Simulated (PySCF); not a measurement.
## Rb (rubidium, neutral) across methods

[Kr] 5s1, 2S determinant. Calculation: PySCF 2.14, in aug-cc-pVTZ-X2C; scalar relativity by spin-free X2C-1e.

| method | E (hartree) | mean ε 4p α (eV) | mean ε 4p β (eV) | mean ε 5s α (eV) | Σ⟨r²⟩ (bohr²) | ⟨S²⟩ |
| --- | --- | --- | --- | --- | --- | --- |
| PW91 | -2981.22 | -16.081 | -15.989 | -2.467 | 62.51 | 0.750 |
| PBE0 | -2980.71 | -17.784 | -17.701 | -2.865 | 63.00 | 0.750 |
| revPBE | -2980.83 | -16.021 | -15.939 | -2.398 | 63.19 | 0.750 |
| PBE | -2980.64 | -16.018 | -15.927 | -2.434 | 62.61 | 0.750 |
| wB97M-V | -2980.78 | -20.202 | -20.133 | -3.940 | 64.30 | 0.750 |
| LDA | -2976.99 | -16.073 | -15.998 | -2.547 | 61.10 | 0.750 |
| UHF | -2979.15119 | -22.009 | -21.961 | -3.817 | 66.73 | 0.750 |
| BP86 | -2981.38 | -16.075 | -16.000 | -2.564 | 61.45 | 0.750 |
| r2SCAN | -2981.00 | -16.629 | -16.579 | -2.474 | 62.95 | 0.750 |
